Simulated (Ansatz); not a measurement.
Triflate, CF3O3S−, relaxed with RKS PBE0-D4/def2-TZVPD in Ansatz 0.2.0 from a GFN2-xTB geometry. The force threshold is 0.005 eV/Å; the program also tests the step.

Total charge -1; spin multiplicity 1.

Start:

```xyz
8

O    -1.360   -0.329    1.337
S    -0.011   -0.540    0.860
O     1.034    0.093    1.632
O     0.282   -1.874    0.384
C     0.009    0.460   -0.731
F    -0.236    1.763   -0.517
F     1.196    0.391   -1.355
F    -0.913    0.036   -1.610
```

Task: How much energy does the relaxation release, and in how many steps? (Estimate.)

Result: Ansatz gave: 0.64 kJ/mol, in 4 steps.

Task: Which bonds change most? (Estimate.)

Result: Ansatz gave: S2–C5 from 1.879 to 1.853 Å; C5–F7 from 1.343 to 1.341 Å; C5–F6 from 1.343 to 1.341 Å; C5–F8 from 1.343 to 1.341 Å.

Task: Give the relaxed structure. (Estimate.)

Result: Ansatz gave: 
```xyz
8

O    -1.358   -0.318    1.328
S    -0.011   -0.531    0.845
O     1.036    0.097    1.620
O     0.278   -1.868    0.374
C     0.010    0.455   -0.724
F    -0.241    1.754   -0.502
F     1.198    0.387   -1.342
F    -0.911    0.024   -1.599
```
